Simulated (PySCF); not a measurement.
Computed properties of Zn(F)(Et) (C2H5FZn), SMILES C[CH2][Zn][F]

Zn(F)(Et) (C2H5FZn), SMILES [F][Zn][CH2]C. The structure is a stationary point at B3LYP-D3(BJ)/def2-SVP. The structure was generated by enumeration; whether it is a known compound was not checked. One conformer was computed; it need not be the lowest. All values are computed for the isolated molecule unless a solvent is named; none is compared with measurement here.

**Structure.** The optimised structure has Cs symmetry. All 21 harmonic modes at B3LYP-D3(BJ)/def2-SVP (PySCF) are real, so it is a minimum. With heavy atoms numbered as in [Zn:1]([F:2])[CH2:3][CH3:4], the shortest bond between them is C3–C4 at 1.534 Å and the longest Zn1–C3 at 1.944 Å.

**Vibrations.** The strongest infrared lines (harmonic, unscaled, degenerate partners summed) lie at 698 cm⁻¹ (75 km/mol, F 63 %, Zn 30 %), 3014 cm⁻¹ (43 km/mol, H 97 %), 3105 cm⁻¹ (34 km/mol, H 91 %, C 9 %). The softest mode is at 95 cm⁻¹ and the zero-point energy is 41.6 kcal/mol.

**Electronic structure.** HF/def2-TZVP (PySCF) places the frontier levels at -10.60 and 1.98 eV, a gap of 12.58 eV, and gives a dipole moment of 2.86 D and a mean polarisability of 42.2 bohr³. PBE/def2-TZVP (PySCF) at the same geometry gives -6.94 and -1.38 eV, so its gap is 7.02 eV narrower. An orbital gap is neither the optical nor the fundamental gap.

**Excitations.** TDDFT-ωB97X/def2-SVPD (PySCF) has S1 at 6.88 eV (180 nm, f = 0.184, bright); the most intense of the 10 singlets computed lies at 6.88 eV (f = 0.18). T1 (TDA) is at 5.94 eV. TDDFT-PBE/def2-SVPD (PySCF) puts S1 at 6.08 eV. No vertical singlet excitation falls in the visible range (under 3.1 eV).

**NMR.** GIAO shifts at PBE0/pcSseg-1 (PySCF) (non-relativistic, atoms alike by connectivity averaged): ¹³C from 1.8 to 15.0 ppm against TMS; ¹H from 1.1 to 1.7 ppm against TMS; ¹⁹F at -221.3 ppm against CFCl3.
